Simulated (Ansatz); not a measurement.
Consider the substitution at a C–Ge bond: `[CH3][GeH]1[SiH2][B]1F` + `CO[Si](F)(F)S` → `CO[Si](F)(F)SC` + `F[B]1[SiH2][GeH2]1`.

Program: Ansatz. Geometries: PBE0-D4/def2-TZVP. ΔE: electronic, gas phase. CBS: MP2 limit from def2 TZ/QZ plus the TZ coupled-cluster correction, frozen cores. DFT in def2-TZVPP. For Ge outer-core shells are correlated without core-valence functions, which leaves a few kJ/mol of doubt a bond. Scalar relativity is left out up to krypton. One conformer a species, not always the lowest.

`[CH3][GeH]1[SiH2][B]1F`:

```xyz
11

C    -1.775   -0.608    0.041
Ge    0.123   -0.761   -0.396
Si    1.320    1.085    0.776
B     1.436    0.637   -1.114
F     2.371    0.509   -2.033
H    -2.045    0.441    0.159
H    -2.366   -1.041   -0.768
H    -1.991   -1.145    0.965
H     0.545   -2.240   -0.528
H     2.340    1.333    1.833
H     0.042    1.789    1.065
```

`CO[Si](F)(F)S`:

```xyz
10

C    -0.495   -1.416   -0.701
O     0.377   -0.549    0.005
Si   -0.002    0.883    0.630
F    -0.883    1.676   -0.424
F    -0.908    0.758    1.921
S     1.724    1.923    1.204
H    -1.168   -1.928   -0.008
H    -1.087   -0.869   -1.439
H     0.116   -2.158   -1.214
H     2.327    1.680    0.027
```

`CO[Si](F)(F)SC`:

```xyz
13

C     0.022    1.006   -2.361
O     0.984    0.877   -1.331
Si    0.707    0.461    0.197
F    -0.282    1.476    0.916
F     2.078    0.607    0.967
S    -0.085   -1.474    0.306
C    -0.605   -1.500    2.051
H    -0.584    1.903   -2.211
H     0.556    1.092   -3.307
H    -0.637    0.134   -2.403
H    -1.295   -0.685    2.261
H     0.257   -1.448    2.713
H    -1.114   -2.450    2.202
```

`F[B]1[SiH2][GeH2]1`:

```xyz
8

F     1.136   -1.261   -1.860
B     0.747   -0.364   -0.980
Si    0.865   -0.087    0.945
Ge   -1.133    0.268   -0.509
H     0.973    1.347    1.312
H     1.317   -0.991    2.037
H    -1.544    1.701   -0.158
H    -2.361   -0.613   -0.787
```

```tsv
level	ΔE (kJ/mol)	difference from CCSD(T)/CBS
PBE-D4	35.7	-5.7
r2SCAN-D4	37.9	-3.5
ωB97X-V	36.8	-4.6
ωB97M-V	38.7	-2.7
PBE	37.3	-4.1
r2SCAN	38.3	-3.1
PBE0	38.1	-3.3
HF/def2-TZVPP	36.3	-5.1
MP2/def2-TZVPP	46.6	5.2
SCS-MP2/def2-TZVPP	43.9	2.5
CCSD/def2-TZVPP	44.1	2.7
CCSD(T)/def2-TZVPP	44.3	2.9
MP2/def2-QZVPP	44.6	3.2
HF/CBS(def2)	35.3	-6.1
MP2/CBS(def2)	43.6	2.2
CCSD/CBS(def2)	41.2	-0.2
CCSD(T)/CBS	41.4	0
```

Largest T1 diagnostic among the species: 0.015.

In def2-TZVPP, CCSD(T) changes the Hartree–Fock value by +8.0 kJ/mol (the triples alone add +0.2 kJ/mol) and MP2 by +10.3 kJ/mol.

CCSD(T)/CBS has its own doubt, a few kJ/mol and more with outer-core shells, so smaller differences from it don't rank the levels.
